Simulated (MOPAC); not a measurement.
Input for MOPAC: AM1 on C3H9N (a complex), monomers drawn apart or pushed together.

```
AM1 1SCF PRECISE CHARGE=0 THREADS=1
C3H9N

N     -0.21105797 1    -0.20862367 1     0.53718832 1
H     -0.71184606 1    -0.85499415 1    -0.06195207 1
H      0.73846623 1    -0.14825967 1     0.18706968 1
H     -0.16549372 1    -0.62345653 1     1.46245548 1
C      0.18855222 1    -0.71902091 1     6.31876696 1
C     -0.45626570 1     0.40828409 1     6.04084634 1
C      0.18855960 1     1.72300130 1     5.74135721 1
H      1.27179491 1    -0.75607715 1     6.36071643 1
H     -0.34032402 1    -1.64148199 1     6.52196811 1
H     -1.54277689 1     0.39467895 1     6.01079714 1
H     -0.15998782 1     2.49510099 1     6.43291939 1
H      1.27535203 1     1.66066167 1     5.81579707 1
H     -0.07189628 1     2.05213104 1     4.73196116 1
```

The log:

```
*******************************************************************************
 **                                                                           **
 **                              MOPAC v23.2.5                                **
 **                                                                           **
 *******************************************************************************
 ** MOPAC's Digital Object Identifier: https://doi.org/10.5281/zenodo.6511958 **
 **                                                                           **
 ** Please cite the open-source release paper for use of this MOPAC version:  **
 ** J. E. Moussa and J. J. P. Stewart (2026)                                  **
 ** MOPAC: An open-source semiempirical molecular orbital program             **
 ** J. Open Source Softw., 11(119), 8025, https://doi.org/10.21105/joss.08025 **
 *******************************************************************************

                              AM1 CALCULATION RESULTS

 *******************************************************************************
 *  AM1        - The AM1 Hamiltonian to be used
 *
 *
 *
 *                 CHARGE ON SYSTEM = 0
 *
 *
 *
 *  PRECISE    - TIGHTER CRITERIA TO BE USED
 *  1SCF       - DO 1 SCF AND THEN STOP
 *  THREADS=1  - MULTI-THREADING NOT USED
 *  T=         - A TIME OF 172800.0 SECONDS REQUESTED
 *  DUMP=N     - RESTART FILE WRITTEN EVERY 7200.0 SECONDS REQUESTED
 *******************************************************************************
AM1 1SCF PRECISE CHARGE=0 THREADS=1
 C3H9N

   ATOM   CHEMICAL          X               Y               Z
  NUMBER   SYMBOL      (ANGSTROMS)     (ANGSTROMS)     (ANGSTROMS)

     1       N         -0.21105797  *  -0.20862367  *   0.53718832  *
     2       H         -0.71184606  *  -0.85499415  *  -0.06195207  *
     3       H          0.73846623  *  -0.14825967  *   0.18706968  *
     4       H         -0.16549372  *  -0.62345653  *   1.46245548  *
     5       C          0.18855222  *  -0.71902091  *   6.31876696  *
     6       C         -0.45626570  *   0.40828409  *   6.04084634  *
     7       C          0.18855960  *   1.72300130  *   5.74135721  *
     8       H          1.27179491  *  -0.75607715  *   6.36071643  *
     9       H         -0.34032402  *  -1.64148199  *   6.52196811  *
    10       H         -1.54277689  *   0.39467895  *   6.01079714  *
    11       H         -0.15998782  *   2.49510099  *   6.43291939  *
    12       H          1.27535203  *   1.66066167  *   5.81579707  *
    13       H         -0.07189628  *   2.05213104  *   4.73196116  *



          CARTESIAN COORDINATES

    NO.       ATOM           X           Y           Z

     1         N         -0.2111     -0.2086      0.5372
     2         H         -0.7118     -0.8550     -0.0620
     3         H          0.7385     -0.1483      0.1871
     4         H         -0.1655     -0.6235      1.4625
     5         C          0.1886     -0.7190      6.3188
     6         C         -0.4563      0.4083      6.0408
     7         C          0.1886      1.7230      5.7414
     8         H          1.2718     -0.7561      6.3607
     9         H         -0.3403     -1.6415      6.5220
    10         H         -1.5428      0.3947      6.0108
    11         H         -0.1600      2.4951      6.4329
    12         H          1.2754      1.6607      5.8158
    13         H         -0.0719      2.0521      4.7320

  H: (AM1): M.J.S. DEWAR ET AL, J. AM. CHEM. SOC. 107 3902-3909 (1985)
  C: (AM1): M.J.S. DEWAR ET AL, J. AM. CHEM. SOC. 107 3902-3909 (1985)
  N: (AM1): M.J.S. DEWAR ET AL, J. AM. CHEM. SOC. 107 3902-3909 (1985)

           Empirical Formula: C3 H9 N  =    13 atoms



      MOLECULAR POINT GROUP   :   C1


      RHF CALCULATION, NO. OF DOUBLY OCCUPIED LEVELS = 13


 -------------------------------------------------------------------------------
 AM1 1SCF PRECISE CHARGE=0 THREADS=1
 C3H9N



     1SCF WAS SPECIFIED, SO BFGS WAS NOT USED
     SCF FIELD WAS ACHIEVED


                              AM1 CALCULATION
                                                       MOPAC v23.2.5 Linux




          FINAL HEAT OF FORMATION =          1.07501 KCAL/MOL =       4.49782 KJ/MOL


          COSMO AREA              =        139.67 SQUARE ANGSTROMS
          COSMO VOLUME            =        111.35 CUBIC ANGSTROMS

          IONIZATION POTENTIAL    =         10.055929 EV
          HOMO LUMO ENERGIES (EV) =        -10.056  1.373
          NO. OF FILLED LEVELS    =         13
          MOLECULAR WEIGHT        =         59.1108         POINT GROUP:  C1

          MOLECULAR DIMENSIONS (Angstroms)

            Atom       Atom       Distance
            H    11    H     2     7.32878
            H     9    H     3     4.47206
            H    10    H     8     3.05391


          SCF CALCULATIONS        =          1





   ATOM   CHEMICAL          X               Y               Z
  NUMBER   SYMBOL      (ANGSTROMS)     (ANGSTROMS)     (ANGSTROMS)

     1       N         -0.21105797  *  -0.20862367  *   0.53718832  *
     2       H         -0.71184606  *  -0.85499415  *  -0.06195207  *
     3       H          0.73846623  *  -0.14825967  *   0.18706968  *
     4       H         -0.16549372  *  -0.62345653  *   1.46245548  *
     5       C          0.18855222  *  -0.71902091  *   6.31876696  *
     6       C         -0.45626570  *   0.40828409  *   6.04084634  *
     7       C          0.18855960  *   1.72300130  *   5.74135721  *
     8       H          1.27179491  *  -0.75607715  *   6.36071643  *
     9       H         -0.34032402  *  -1.64148199  *   6.52196811  *
    10       H         -1.54277689  *   0.39467895  *   6.01079714  *
    11       H         -0.15998782  *   2.49510099  *   6.43291939  *
    12       H          1.27535203  *   1.66066167  *   5.81579707  *
    13       H         -0.07189628  *   2.05213104  *   4.73196116  *

                             CARTESIAN COORDINATES

   1    N       -0.211057970    -0.208623670     0.537188320
   2    H       -0.711846060    -0.854994150    -0.061952070
   3    H        0.738466230    -0.148259670     0.187069680
   4    H       -0.165493720    -0.623456530     1.462455480
   5    C        0.188552220    -0.719020910     6.318766960
   6    C       -0.456265700     0.408284090     6.040846340
   7    C        0.188559600     1.723001300     5.741357210
   8    H        1.271794910    -0.756077150     6.360716430
   9    H       -0.340324020    -1.641481990     6.521968110
  10    H       -1.542776890     0.394678950     6.010797140
  11    H       -0.159987820     2.495100990     6.432919390
  12    H        1.275352030     1.660661670     5.815797070
  13    H       -0.071896280     2.052131040     4.731961160


           Empirical Formula: C3 H9 N  =    13 atoms



      MOLECULAR POINT GROUP   :   C1


                  EIGENVALUES
 -35.12429 -32.46160 -28.13170 -20.62778 -16.02323 -15.72409 -15.71222 -14.37923
 -14.04303 -12.69103 -11.89229 -10.53827 -10.05593   1.37306   4.04010   4.17032
   4.35891   4.62507   4.70450   5.10354   5.13366   5.72402   5.91770   5.94711
   5.95724


              NET ATOMIC CHARGES AND DIPOLE CONTRIBUTIONS

  ATOM NO.   TYPE          CHARGE      No. of ELECS.   s-Pop       p-Pop
    1          N          -0.371789        5.3718     1.60918     3.76261
    2          H           0.123533        0.8765     0.87647
    3          H           0.123158        0.8768     0.87684
    4          H           0.125097        0.8749     0.87490
    5          C          -0.228749        4.2287     1.24020     2.98855
    6          C          -0.159470        4.1595     1.22771     2.93176
    7          C          -0.184225        4.1842     1.20605     2.97817
    8          H           0.107800        0.8922     0.89220
    9          H           0.110969        0.8890     0.88903
   10          H           0.113717        0.8863     0.88628
   11          H           0.080609        0.9194     0.91939
   12          H           0.075211        0.9248     0.92479
   13          H           0.084139        0.9159     0.91586
 DIPOLE           X         Y         Z       TOTAL
 POINT-CHG.     0.272    -0.300    -0.100     0.417
 HYBRID         0.526    -1.138    -0.021     1.254
 SUM            0.798    -1.438    -0.121     1.649


          ATOMIC ORBITAL ELECTRON POPULATIONS

     Atom    s        px        py        pz
    1  N   1.60918   1.17608   1.51816   1.06836
    2  H   0.87647
    3  H   0.87684
    4  H   0.87490
    5  C   1.24020   1.00243   0.96784   1.01828
    6  C   1.22771   0.99703   0.94343   0.99130
    7  C   1.20605   1.00553   0.95255   1.02009
    8  H   0.89220
    9  H   0.88903
   10  H   0.88628
   11  H   0.91939
   12  H   0.92479
   13  H   0.91586

 **********************
 *                    *
 * JOB ENDED NORMALLY *
 *                    *
 **********************




 == MOPAC DONE ==
```

The run finished.

Cost: very roughly 0.03 core-seconds.
